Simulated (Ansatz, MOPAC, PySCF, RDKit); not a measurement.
Complex: SiH4 (SMILES [SiH4]) (first 5 atoms) with C2H2 (SMILES C#C); geometry from B3LYP-D3(BJ)/def2-TZVP.
(charge 0, multiplicity 1):
```xyz
9

Si     0.285    -0.068     0.051
H      1.126     1.004     0.627
H     -1.144     0.228     0.295
H      0.638    -1.368     0.662
H      0.523    -0.139    -1.410
C      0.196    -0.123     3.744
C     -0.909     0.295     3.547
H      1.176    -0.494     3.915
H     -1.889     0.665     3.369
```

Interaction energies are E(AB) − E(A) − E(B) at the monomers' geometry in the complex; basis-set methods are counterpoise corrected. RDKit's UFF carries no charges.

The state reached by AM1 isn't checked.

Codes used: Ansatz (Gaussian basis) for Hartree–Fock, density functionals and correlated methods; MOPAC for AM1 (differences of heats of formation); PySCF for the dispersion terms; RDKit for the force fields. Each number belongs to the level named beside it.

Question: One of these levels gives 0.64 kcal/mol for the interaction energy. Which?
A) AM1
B) HF/aug-cc-pV(D+d)Z
C) r2SCAN-D4/def2-TZVPPD
D) UFF

Answer: B, HF/aug-cc-pV(D+d)Z. The others give -0.86 (UFF), 0.29 (AM1), -1.20 (r2SCAN-D4/def2-TZVPPD)

Ansatz is a first-principles code.
